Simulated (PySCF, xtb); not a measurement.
CH₆N, SMILES C[NH3+], charge +1.

Harmonic wavenumbers (cm⁻¹) from GFN2-xTB in xtb 6.7.1 at its own minimum, in rising order: 298, 877, 877, 1018, 1184, 1184, 1366, 1425, 1430, 1430, 1445, 1445, 3071, 3073, 3073, 3234, 3234, 3247.

### Question
What does PBE0-D3(BJ)/def2-TZVP in PySCF give at its own minimum? (The exact figures need the calculation; the answer reports its results.)

### Answer
301, 915, 915, 970, 1281, 1281, 1463, 1494, 1494, 1531, 1669, 1669, 3101, 3207, 3207, 3425, 3502, 3502. Paired by order, the mean absolute difference is 117 cm⁻¹ and the zero-point energies are 47.1 and 49.9 kcal/mol.
